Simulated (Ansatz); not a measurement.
`O[SiH2][NH][AlH2]` + HCl → `[AlH2][NH][SiH2]Cl` + H₂O at 400 K and 1 bar (ligand exchange at the Si–O bond).

Isolated molecules relaxed with PBE0-D4/def2-TZVP in Ansatz; ΔE leaves out vibrations. CBS: MP2 limit from def2 TZ/QZ plus the TZ coupled-cluster correction, frozen cores. This one scheme is used for every species. One conformer a species, not always the lowest.

| species | CCSD(T)/CBS energy (Eh) | H − E (kJ/mol) | S (J/(mol·K)) |
| --- | --- | --- | --- |
| `O[SiH2][NH][AlH2]` | -664.68190 | 194.9 | 381.4 |
| HCl | -460.38127 | 29.6 | 195.4 |
| `[AlH2][NH][SiH2]Cl` | -1048.68684 | 161.0 | 380.6 |
| H₂O | -76.37941 | 69.8 | 198.6 |

H − E and S are ideal-gas, rigid-rotor, harmonic terms from PBE0-D4/def2-TZVP, for one conformer and one mirror image of each species. 1 Eh = 2625.50 kJ/mol, R = 8.31446 J/(mol·K).

Q: By hand: ΔE, ΔH, ΔS and ΔG.

A: ΔE = (-1048.68684) + (-76.37941) − (-664.68190) − (-460.38127) = -0.00308 Eh = -8.1 kJ/mol. Δ(H − E) = 161.0 + 69.8 − 194.9 − 29.6 = 6.3, so ΔH = -1.8 kJ/mol. ΔS = 380.6 + 198.6 − 381.4 − 195.4 = 2.4 J/(mol·K). ΔG = -1.8 − 400 × (2.4)/1000 = -2.8 kJ/mol.

Q: By hand: the equilibrium constant, and the temperature at which ΔG would vanish if ΔH and ΔS stayed fixed.

A: log₁₀ K = −ΔG/(RT ln 10) = 0.4. ΔH and −TΔS have one sign here, so there is no such temperature.

TΔS isn't small against ΔH here. The sign of ΔG lies within the doubt. A doubt of 5 kJ/mol in ΔE shifts log₁₀ K by 0.7 here. Other conformers and mirror images would add mixing entropy, several J/(mol·K) or more a flexible species. Modes under 60 cm⁻¹, often nearly free rotors, make the harmonic entropy too high. These are equilibria of isolated gas molecules and say nothing of rates. Largest T1 diagnostic: 0.012 (customary marks: 0.02 for closed shells, 0.045 for open ones).

ΔS is within the doubt of such terms, so its sign, and with it that verdict, could turn.
